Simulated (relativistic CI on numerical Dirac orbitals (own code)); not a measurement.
Calculated at this level of theory: Dirac-Coulomb-Breit CI, orbitals from a KLI potential per configuration, model QED (radiative potential, 1s self-energy scaled to tabulated hydrogen-like ionisation energies), unscaled Slater integrals (own radial code, finite nucleus).

Configuration list (outside the closed core 1s2): 2s²2p⁵, 2s2p⁶, 2p⁶3s, 2p⁶3p, 2s²2p⁴3s, 2p⁶3d, 2s²2p⁴3p, 2s²2p⁴3d, 2s2p⁵3s, 2s2p⁵3p, 2s2p⁵3d, 2s²2p⁴4s, 2s²2p⁴4p, 2s²2p⁴4d, 2s²2p⁴4f, 2s²2p³3s², 2s2p⁵4s, 2s²2p³3s3p, 2s2p⁵4p, 2s²2p⁴5s, 2s2p⁵4d, 2s²2p⁴5p, 2s²2p³3s3d, 2s2p⁵4f, 2s²2p³3p², 2s²2p⁴5d, 2s²2p⁴5f, 2s²2p⁴5g, 2s²2p³3p3d, 2s2p⁴3s², 2s²2p³3d², 2s2p⁴3s3p, 2s2p⁴3s3d, 2s2p⁴3p², 2s2p⁵5s, 2s2p⁴3p3d. Levels of other configurations are missing.

At this charge energies of transitions that change n are usually good to better than 1 %, and those within a shell (Δn = 0) to a few per cent.

Outline of the computed level scheme of Hf LXIV. Lowest level of each configuration: 2s²2p⁵ ²P°3/2 at 0.00 eV; 2s2p⁶ ²S1/2 at 1685.59 eV; 2s²2p⁴3s ⁴P5/2 at 7985.58 eV; 2s²2p⁴3p ⁴P°3/2 at 8116.44 eV; 2s²2p⁴3d ⁴D3/2 at 8601.94 eV; 2s2p⁵3s ⁴P°5/2 at 9606.95 eV; 2s2p⁵3p ⁴P3/2 at 9746.28 eV.

Some strong electric-dipole decays among the lowest 45 levels: 2s²2p⁴3d ²P3/2 → 2s²2p⁵ ²P°3/2 (1.8e+15 s⁻¹); 2s²2p⁴3d ²D5/2 → 2s²2p⁵ ²P°3/2 (1.4e+15 s⁻¹); 2s²2p⁴3d ²D5/2 → 2s²2p⁵ ²P°3/2 (9.8e+14 s⁻¹); 2s²2p⁴3d ²P1/2 → 2s²2p⁵ ²P°3/2 (7.0e+14 s⁻¹); 2s2p⁵3p ²D5/2 → 2s²2p⁵ ²P°3/2 (5.3e+14 s⁻¹); 2s²2p⁴3d ⁴P1/2 → 2s²2p⁵ ²P°3/2 (3.0e+14 s⁻¹); 2s²2p⁴3s ²P3/2 → 2s²2p⁵ ²P°3/2 (2.0e+14 s⁻¹); 2s2p⁵3p ⁴P3/2 → 2s²2p⁵ ²P°3/2 (1.9e+14 s⁻¹).

LS names give the leading component of a level, which can be under half, so a name can repeat, a term be missing and a line seem to break the LS rules.
